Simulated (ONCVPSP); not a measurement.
**Logarithmic derivatives: S, ONCV**

* Element: sulfur
* Generator: ONCVPSP 4.0.1
* Type: optimised norm-conserving Vanderbilt (ONCV)
* Functional: PBE
* Relativity: scalar-relativistic
* Frozen core: [He]
* Valence charge: 14
* Reference configuration: 2s2 2p6 3s1.75 3p4.25
* Partial waves: 2s+3s: rc 0.95 bohr, ncon 3, nbas 8, qcut 14.3 1/bohr, 2 projectors; 2p+3p: rc 0.60 bohr, ncon 4, nbas 8, qcut 27.6 1/bohr, 2 projectors; d scattering state at 0.37 Ha: rc 1.05 bohr, ncon 4, nbas 8, qcut 7.9 1/bohr, 1 projector
* Local potential: polynomial inside 0.40 bohr (lpopt 5, dvloc0 0 Ha)
* Core correction: Teter function, fcfact 3.75, rcfact 1.45

The phase is arctan(r·R′/R) of the radial function R(r), unwrapped; energies in Ha, scanned from -9 to 5 Ha. A pole is an energy at which the radial function vanishes at the test radius. The pseudo phase is shifted by a multiple of π to meet the all-electron one at the reference energy, and phase errors are pseudo minus all-electron; the curves can meet again beyond the range given. Levels narrower than the energy grid can be missing from the lists of poles.

| channel | radius (bohr) | reference energy (Ha) | poles, all-electron | poles, pseudo | unbroken range about the reference energy with phases within 0.05 rad | phase error 1 Ha above the reference energy (rad) |
| --- | --- | --- | --- | --- | --- | --- |
| s | 0.96 | -0.64 | -7.20 | -7.20 | the whole range | +0.000 |
| p | 0.61 | -0.26 | -1.22 | -1.22 | the whole range | -0.000 |
| d | 1.07 | 0.37 | none | none | the whole range | +0.002 |

Phases in the s channel:

```
E (Ha)  all-electron  pseudo
 -8.96         0.430   0.430
 -8.24        -0.884  -0.884
 -7.52        -1.468  -1.468
 -6.80        -1.656  -1.656
 -6.08        -1.756  -1.756
 -5.36        -1.827  -1.827
 -4.64        -1.890  -1.890
 -3.92        -1.954  -1.954
 -3.20        -2.025  -2.025
 -2.48        -2.112  -2.112
 -1.76        -2.224  -2.224
 -1.04        -2.378  -2.378
 -0.32        -2.595  -2.595
  0.40        -2.897  -2.897
  1.12        -3.265  -3.265
  1.84        -3.620  -3.621
  2.56        -3.898  -3.898
  3.28        -4.094  -4.095
  4.00        -4.231  -4.232
  4.72        -4.330  -4.331
```
